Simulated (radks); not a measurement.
Results of a calculation; reference values are marked as such.
Species: Dy+. Configuration: [Xe] 4f10 6s1.

Level of theory: Dirac Kohn-Sham, B86b exchange with PBE correlation, spin-unpolarised, spherical densities, finite nucleus; open shells are shared between the two j in proportion to 2j + 1; Fermi nuclear charge, rms radius 5.2218 fm (a radial shooting solver on a logarithmic mesh with Libxc functionals).

Energy parts (eV):
total: -331106.92
kinetic: 363137.51
electron-nucleus: -815949.34
Hartree: 128925.29
exchange-correlation: -7220.38

Orbitals (lengths in bohr, moments of r in powers of bohr):
orbital,occ.,eigenvalue (eV),<r^4>,<r>,small-component weight
1s1/2,2,-53602.09,9.917e-07,0.02112,6.07e-02
2s1/2,2,-8926.774,0.0001553,0.08922,1.35e-02
2p1/2,2,-8490.834,0.00009554,0.07437,1.35e-02
2p3/2,4,-7690.485,0.0001279,0.08143,1.25e-02
3s1/2,2,-1991.988,0.005957,0.2341,4.31e-03
3p1/2,2,-1801.659,0.005380,0.2238,4.25e-03
3p3/2,4,-1635.443,0.006687,0.2371,3.96e-03
3d3/2,4,-1308.107,0.004768,0.2096,3.84e-03
3d5/2,6,-1271.814,0.005100,0.2138,3.75e-03
4s1/2,2,-399.1682,0.1465,0.5299,1.38e-03
4p1/2,2,-324.0580,0.1658,0.5404,1.30e-03
4p3/2,4,-286.9303,0.2064,0.5709,1.19e-03
4d3/2,4,-163.2209,0.2930,0.6035,1.01e-03
4d5/2,6,-156.4987,0.3149,0.6144,9.86e-04
5s1/2,2,-55.3269,5.470,1.302,2.80e-04
5p1/2,2,-35.1621,9.576,1.471,2.18e-04
5p3/2,4,-30.4766,12.76,1.577,1.90e-04
4f5/2,4.28571,-10.0420,3.741,0.8644,5.71e-04
4f7/2,5.71429,-9.1635,4.370,0.8847,5.56e-04
6s1/2,1,-8.8709,363.1,3.711,3.47e-05
5d3/2,0,-7.0499,166.2,2.747,6.32e-05
5d5/2,0,-6.7870,186.9,2.832,5.92e-05
6p1/2,0,-5.7108,894.6,4.633,2.22e-05
6p3/2,0,-5.3238,1099,4.891,2.04e-05

The highest occupied level is 6s1/2 at -8.871 eV. For comparison, the ionisation energy in NIST's Atomic Spectra Database is 11.65 eV (semi-empirical). In exact Kohn-Sham theory the highest level is minus the ionisation energy, but local and semilocal functionals leave it too shallow, through self-interaction and a potential that decays too fast; potentials with the right tail come closer. The electron density at the nucleus is 7.405e+05 e/bohr^3. Summed over all electrons, <r^2> = 54.42 bohr^2, which gives a Langevin (diamagnetic) susceptibility term of -43.1 x 10^-6 cm^3/mol. The density falls to 0.001 e/bohr^3 at r = 4.43 bohr.

Beside tabulated values, note that spin-unpolarised runs miss the spin-polarisation part of the exchange energy of open shells.
